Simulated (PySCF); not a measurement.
State search for HgBi⁺

Unrestricted PBE0; Hg def2-SVP with ECP60, Bi def2-SVP with ECP60; scalar-relativistic core potentials (PySCF 2.14). Outer shells of the fragments: Hg 5d10 6s2; Bi+ 5d10 6s2 6p2.

Followed along the bond (rough minima from three points):

```tsv
2Ms+1	unpaired	⟨S²⟩ at the start	R at minimum (Å)	Te (eV)
3	π ↑↑	2.01	2.90	0.00
1	π ↑↓	1.00	2.89	0.36
1	none	0.00	2.86	1.29
3	σ ↑, π ↑	2.01	none in the scan	≤ 1.07
1	σ ↓, π ↑	1.01	none in the scan	≤ 1.32
```

Solutions found at the starting distance of 2.935 Å, counted from the lowest of them; the search is not exhaustive and high or unbound solutions are not listed, so other states can lie among these:

```tsv
2Ms+1	unpaired	term	E (eV)	⟨S²⟩	⟨Lz²⟩	μ (D)
3	π ↑↑	³Σ⁻	0.00	2.01	0.00	0.37
1	π ↑↓	mixed	0.36	1.00	2.01	0.40
3	σ ↑, π ↑	³Π	1.20	2.01	1.00	3.19
1	none	mixed	1.30	0.00	2.00	0.46
1	σ ↓, π ↑	mixed	1.43	1.01	1.00	2.97
3	σ ↑↑, π ↑↓	mixed	3.68	3.01	2.01	-1.94
1	σ ↓↓, π ↑↑	mixed	3.70	2.01	0.00	-1.97
3	σ ↑, π ↑	³Π	4.51	2.00	1.01	-3.87
1	σ ↓, π ↑	mixed	4.59	1.02	1.01	-3.83
3	π ↑↑	mixed	5.77	2.01	2.01	6.32
```

A term symbol is given only where ⟨S²⟩ and ⟨Lz²⟩ are close to those of a pure state; real π, δ and φ orbitals otherwise mix terms. A positive dipole points towards Bi; it is taken about the centre of mass and depends on that origin.

These are scalar-relativistic numbers at best; spin–orbit coupling would shift them, the dissociation energy most. Counting both spins, an empty level lies below a filled one in some of these solutions, because spin and occupation are held.
